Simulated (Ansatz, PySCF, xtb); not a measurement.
Pair of molecules: dimethyl selenide (SMILES C[Se]C) (first 9 atoms) with HF (SMILES F); geometry from B3LYP-D3(BJ)/def2-TZVP.
(charge 0, multiplicity 1):
```csv
atom,x (Å),y (Å),z (Å)
C,-1.3893,-0.9503,0.9030
Se,-0.0916,0.4721,0.5250
C,1.3713,-0.6904,-0.0739
H,-0.9803,-1.6266,1.6494
H,-2.2823,-0.4680,1.2935
H,-1.6288,-1.4817,-0.0148
H,1.6367,-1.3804,0.7232
H,2.2170,-0.0445,-0.2980
H,1.0700,-1.2275,-0.9698
F,0.9915,-0.0991,3.4463
H,0.6714,0.2741,2.6351
```

Monomers are frozen at their geometry in the pair; levels with a basis set take the counterpoise correction. Rows marked so take none.

Rows in 3-21G carry no dispersion term and start afresh at each structure; the Pople sets are all-electron and without relativity.

Run with Ansatz (a first-principles code) with Gaussian orbitals; PySCF for 3-21G rows; xtb for the GFN methods. Values without a source in brackets are computed.

Task: Give the interaction energy at the level BHLYP/def2-TZVPPD.

Result: -325 meV

Task: Estimate the interaction energy that B3LYP/3-21G (no counterpoise) returns for this input.

Result: -365 meV

Task: Estimate the interaction energy that GFN2-xTB returns for this input.

Result: -229 meV
